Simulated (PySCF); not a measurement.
Input of a run (PBE0-D3(BJ)/def2-SVP geometry optimisation, gas phase, def2 core potentials past Kr (PySCF 2.14.0)), started from GFN2-xTB:
```
{"job": {"xc": "PBE0", "basis": "def2-SVP", "d3": "d3bj", "grid": 1, "maxiter": 30, "shake": 0.03, "kind": "geom"}, "charge": 0, "multiplicity": 1}
Bi     0.072820    -0.069250     1.325630
C      1.865050    -0.015410     0.024110
H      2.467680     0.815060     0.277090
H      1.698870     0.105640    -1.017290
H      2.409640    -0.952800     0.130090
C     -0.951550     1.644650     0.039750
H     -0.772120     1.380150    -0.995400
H     -0.430400     2.602550     0.238340
H     -2.004700     1.710510     0.316970
C     -0.949160    -1.634600     0.092630
H     -2.040600    -1.626230     0.225800
H     -0.536440    -2.592880     0.371610
H     -0.798460    -1.419490    -1.007140
```

Output (energies in Eh, forces in Eh/bohr):
```
step   0  E = -334.10546020  max force = 0.028434
step   1  E = -334.11393724  max force = 0.008299
step   2  E = -334.11481283  max force = 0.004183
step   3  E = -334.11498530  max force = 0.001604
step   4  E = -334.11500639  max force = 0.000516
step   5  E = -334.11500984  max force = 0.000299
optimisation converged
```

Summarise the run.

The energy falls by 25.1 kJ/mol over 6 energy and gradient evaluations, the largest force component goes from 0.0284 to 3.0e-04 Eh/bohr, and the atoms move by 0.057 Å rms after alignment. The bond that changes most is Bi1–C6 (ends: bismuth bonded to 3 C; carbon bonded to Bi and 3 H), which shortens by 0.101 Å. Bonds longer at the end by more than 0.005 Å: 8 of 12; shorter: 3. Among the angles that change most is Bi1–C2–H4, from 116.9° to 109.2°. The energy never rose by more than 1e-6 Eh on the way. The first step brought 89 % of the lowering.

What are the final bond lengths?

Bi1–C2 2.274 Å, Bi1–C6 2.273 Å, Bi1–C10 2.274 Å, C2–H3 1.099 Å, C2–H4 1.099 Å, C2–H5 1.099 Å, C6–H7 1.099 Å, C6–H8 1.099 Å, C6–H9 1.099 Å, C10–H11 1.099 Å, C10–H12 1.099 Å, C10–H13 1.099 Å. Numbering counts from 1 in the input's order; the species is BiMe3 (`[Bi]([CH3])([CH3])[CH3]`).

The run used 113 basis functions and 41 SCF cycles in all.

No frequency check.
